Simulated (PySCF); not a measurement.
PySCF 2.14 output of an unrestricted r2SCAN calculation on a single atom or ion in aug-cc-pVTZ-PP with ECP60MDF (6s6p5d3f2g, 88 functions), with scalar relativity through the core potential:

```
SCF conv_tol = 1e-09
number electrons alpha = 9  beta = 4
    J. W. Furness, A. D. Kaplan, J. Ning, J. P. Perdew, and J. Sun.,  J. Phys. Chem. Lett. 11, 8208-8215 (2020)
    J. W. Furness, A. D. Kaplan, J. Ning, J. P. Perdew, and J. Sun.,  J. Phys. Chem. Lett. 11, 9248-9248 (2020)
    J. W. Furness, A. D. Kaplan, J. Ning, J. P. Perdew, and J. Sun.,  J. Phys. Chem. Lett. 11, 8208-8215 (2020)
    J. W. Furness, A. D. Kaplan, J. Ning, J. P. Perdew, and J. Sun.,  J. Phys. Chem. Lett. 11, 9248-9248 (2020)
cycle= 1 E= -57.3090077625897  delta_E= -0.00577  |g|= 0.0156  |ddm|= 0.138
cycle= 2 E= -57.3090659326276  delta_E= -5.82e-05  |g|= 0.00954  |ddm|= 0.0412
cycle= 3 E= -57.3091111052138  delta_E= -4.52e-05  |g|= 0.00269  |ddm|= 0.0156
cycle= 4 E= -57.3091156353688  delta_E= -4.53e-06  |g|= 0.000216  |ddm|= 0.00332
cycle= 5 E= -57.3091156664898  delta_E= -3.11e-08  |g|= 1.86e-05  |ddm|= 0.000493
cycle= 6 E= -57.3091156667531  delta_E= -2.63e-10  |g|= 3.99e-06  |ddm|= 3.21e-05
converged SCF energy = -57.3091156667531  <S^2> = 8.75235  2S+1 = 6.0007833
```

The run itself started from symmetry-adapted Hartree-Fock orbitals and held the occupation by maximum overlap, on a logarithmic radial grid, so the iterations belong to that start.

Which element, charge and spin multiplicity is this?

Ta (tantalum, neutral), multiplicity 6; the state was [Xe] 4f14 5d4 6s1, high-spin 6D determinant (an excited configuration).

Energies and moments cover only the electrons outside the core potential. Spin-orbit coupling, absent here, splits the open shell strongly.
